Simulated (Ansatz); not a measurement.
The In1–H2 bond of H3In (SMILES [InH3]) is stretched (multiplicity 1, the rest rigid).
Geometry at rest (charge 0, multiplicity 1):
```xyz
4

In     0.00000     0.00000     0.00000
H      0.68665    -0.47438     1.51602
H     -0.39135     1.66044    -0.29091
H     -0.29530    -1.18606    -1.22511
```

Correlated levels freeze the cores. Filled d and f shells under p-block atoms count as core.

Codes used: Ansatz (a first-principles code) with Gaussian orbitals.  In def2 rows elements past Kr take small-core potentials, without spin–orbit coupling.

FIC-MRCISD+Q on CASSCF(2,2)/def2-TZVPP, total energies (hartree):

| R (Å) | CASSCF | MRCISD | weight c² of the reference |
|---|---|---|---|
| 1.731 | -190.929009 | -191.020899 | 0.94457 |
| 3.028 | -190.851394 | -190.933976 | 0.94367 |
| 5.538 | -190.823553 | -190.902883 | 0.94399 |

Problem. Add the Davidson correction (E_MRCISD − E_CASSCF)(1 − c²)/c² and give the energies above the first point at the three levels.

Solution. 
Corrections (hartree): -0.005393, -0.004930, -0.004707. Above the first point (kcal/mol):
- R = 3.028 Å: CASSCF 48.7, MRCISD 54.5, with the correction 54.8
- R = 5.538 Å: CASSCF 66.2, MRCISD 74.1, with the correction 74.5
